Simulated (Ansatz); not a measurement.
Species: sum formula SnOCl₂, net charge 0, singlet state. SMILES: [Sn]([Cl])([Cl])=[O]
Geometry: optimised at B3LYP-D3(BJ)/def2-TZVP (Ansatz, a program for electronic structure).

Property: vertical ionisation energy (to the doublet state of charge +1; each state is the SCF solution reached for its spin), in eV. Correlated levels leave the core frozen unless marked. UHF or UKS for open shells. No spin-orbit coupling. The frozen core is the preceding noble-gas configuration, with the filled d and f shells of earlier blocks. In def2 rows, elements after Kr have scalar-relativistic effective core potentials. Basis-set limits of correlation are two-point, X^-3; Hartree-Fock from the larger set.

```csv
level,program,vertical ionisation energy (eV)
wB97M-V/def2-TZVPD,Ansatz,10.27
wB97X-V/def2-TZVPD,Ansatz,10.27
CCSD/def2-TZVPPD,Ansatz,?
CCSD/def2-QZVPPD,Ansatz,10.19
"CCSD(T)/CBS(def2-TZVPPD,def2-QZVPPD)",Ansatz,?
```

What belongs in the gaps?


- CCSD/def2-TZVPPD, vertical ionisation energy (eV): 10.11
- CCSD(T)/CBS(def2-TZVPPD,def2-QZVPPD), vertical ionisation energy (eV): 10.49
